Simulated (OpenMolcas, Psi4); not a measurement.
How methods differ on Ge2H6 (digermane)

The species is Ge2H6 (8 atoms), meant as a singlet with charge 0. SMILES: `[GeH3][GeH3]`. The coordinates come from a PBE0-D4/def2-TZVP relaxation.

Each level gives the vertical energy of the triplet above the singlet (eV). The values are calculated.

```csv
level,kind,program,value (eV),less CCSD(T)/6-31G*,CPU time (all runs)
HF/6-31G* (spherical functions),Hartree–Fock,OpenMolcas,6.94,+0.10,38 s
SVWN5/6-31G* (spherical functions),LDA,OpenMolcas,6.20,-0.64,76 s
PBE/6-31G* (spherical functions),GGA,OpenMolcas,6.21,-0.63,97 s
M06-L/6-31G* (spherical functions),meta-GGA,OpenMolcas,6.62,-0.22,2.3 min
B3LYP/6-31G* (Cartesian functions),global hybrid,OpenMolcas,6.43,-0.41,1.9 min
MP2/6-31G* (spherical functions),perturbation theory,Psi4,6.93,+0.09,30 s
CCSD(T)/6-31G* (spherical functions),coupled cluster or CI,Psi4,6.84,0.00,3.6 min
CCSD/6-31G* (spherical functions),coupled cluster or CI,Psi4,6.86,+0.02,2 min
```

CCSD(T)/6-31G* (spherical functions) is the highest level here, not the true value. All-electron rows without a relativistic Hamiltonian named are non-relativistic. The values span 6.20 to 6.94 eV. A triplet this far above the singlet is often a Rydberg-like or dissociative state; sets without diffuse functions put Rydberg states too high. In the correlated wave-function rows the outer d shell of Ge is correlated, in sets not made for it. CPU times are rough (shared hosts, several kinds of processor): they show what a rung costs within a factor of a few.
